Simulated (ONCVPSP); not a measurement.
**Ranking ONCV potentials for Zn (Z = 30)**

All share these settings but for the change named:

zinc, optimised norm-conserving Vanderbilt (ONCV), made with ONCVPSP 4.0.1 (PBEsol, scalar-relativistic). Core [Ne], reference 3s2 3p6 3d10 (charge +2). Waves: 3s: rc 1.10 bohr, ncon 3, nbas 7, qcut 9.3 1/bohr, 2 projectors, debl 2.6 Ha; 3p: rc 0.70 bohr, ncon 4, nbas 7, qcut 11.9 1/bohr, 1 projector; 3d: rc 1.20 bohr, ncon 4, nbas 8, qcut 14.9 1/bohr, 1 projector. Local part: polynomial inside 0.65 bohr (lpopt 5, dvloc0 2 Ha). Core correction: polynomial model core, fcfact 0.75.

In the s channel the program set the typed energies aside and used -5.504, 0.250 Ha.

Cutoff: the first of the cutoffs (Ha) at which the residual kinetic energy of the hardest occupied pseudo-wave falls to 1 and 0.1 mHa per electron; the density cutoff is not measured.

The base gives 126 Ha.

Of 7 variants that were run, those that failed, showed a ghost or another fault, or gave nearly equal values are left out.

A variant can come out equal or close to the base.

Problem. Rank these variants from softest to hardest (loose cutoff).
A. s: qcut 13; p: qcut 16.7; d: qcut 20.9
B. s: qcut 9.9; p: qcut 12.7; d: qcut 15.9
C. s: qcut 8.9; p: qcut 11.4; d: qcut 14.3

Solution. B (86 Ha), A (112 Ha), C (137 Ha).
